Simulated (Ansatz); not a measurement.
Cartesian coordinates in Å:
```
O -1.026 -2.868 0.987
C -0.559 -1.603 1.072
C 0.251 -1.072 0.158
Si 0.840 0.672 0.276
Si 0.074 1.955 -1.529
H -1.583 -3.062 1.744
H -0.890 -1.039 1.943
H 0.536 -1.699 -0.684
H 0.328 1.258 1.549
H 2.330 0.747 0.298
H 0.490 1.334 -2.817
H -1.412 2.039 -1.514
H 0.624 3.338 -1.482
```

Charge 0, multiplicity 1.

(1) List the PBE/def2-TZVPP orbital energies in eV (Ansatz 0.2.0). (An estimate is asked.)

Results:

(1) Ansatz gave: Occupied: -1779.34, -1779.23, -511.47, -270.75, -268.54, -137.09, -137.02, -93.83, -93.82, -93.81, -93.75, -93.75, -93.74, -26.99, -18.92, -14.96, -13.86, -13.43, -11.96, -10.91, -9.85, -8.87, -8.59, -8.42, -7.99, -7.94, -7.18, -5.72. Lowest empty: -1.02, -0.46, -0.25, -0.11, 0.34, 0.53, 0.94, 1.19.
